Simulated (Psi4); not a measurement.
Cl2MoO2 (SMILES [O]=[Mo](=[O])([Cl])[Cl]), singlet, at a GFN2-xTB geometry (such geometries of metal compounds can be far from the true shape) (core potentials on Mo). Base run: M06-2X/def2-SV(P) (Psi4).

Here is a job for Psi4.
```
memory 2 GB

molecule mol {
0 1
  Mo    0.298668   -0.055206    0.098626
  O     1.452282   -0.587896   -0.930250
  O     0.741126    0.182461    1.654554
  Cl   -0.459639    1.801845   -0.663469
  Cl   -1.310439   -1.474660    0.078957
}

set basis def2-sv(p)
set reference rks

energy('m06-2x')
print_variables()
```

Each row names what was changed in the base input (with any setting that the change needs).

```tsv
change	ΔE vs base (mEh)	point group used	SCF cycles
base	0.000	c1	12
molecule keys = symmetry c1, no_reorient, no_com	0.000	c1	11
jitter_ang = 0.002	-0.152	c1	12
molecule keys = symmetry c1	0.000	c1	12
molecule keys = no_reorient	0.000	c1	12
```
